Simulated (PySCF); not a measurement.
## GaOBr + HF → GaOF + HBr

Level: PBE0 in the def2-TZVP basis family, all electrons, no relativity, computed in PySCF with density fitting; open shells unrestricted.

```tsv
species	state and structure	E (Eh)	ZPE (kJ/mol)	H(298 K) − H(0) (kJ/mol)	S° (J/(mol K))
GaOBr	singlet, C∞v, Ga–Br 2.223 Å, Ga–O 1.645 Å; Br–Ga–O 180.0°	-4573.65962	9.3	13.3	278.0
HF	singlet, C∞v, H–F 0.920 Å	-100.39188	24.9	8.7	173.6
GaOF	singlet, C∞v, Ga–F 1.711 Å, Ga–O 1.642 Å; F–Ga–O 180.0°	-2099.57144	12.2	12.2	255.1
HBr	singlet, C∞v, H–Br 1.421 Å	-2574.45811	16.0	8.7	198.5
```

What is the electronic reaction energy?

At PBE0/def2-TZVP, ΔE = 57.6 kJ/mol from the differences of the total energies times 2625.5, uphill. Ligand exchange with HF takes part in thermal etching.

Add zero-point, thermal and entropy terms for 298.15 K and 1 bar.

ΔZPE = -6.0 and Δ[H(298) − H(0)] = -1.1 kJ/mol give ΔH° = 50.5 kJ/mol. ΔS° = 2.0 J/(mol K), so ΔG° = 50.5 − 298.15 × (0.0020) = 50 kJ/mol and log₁₀K = -8.7.

The structures come from searches over a few start shapes, so lower isomers are not excluded.
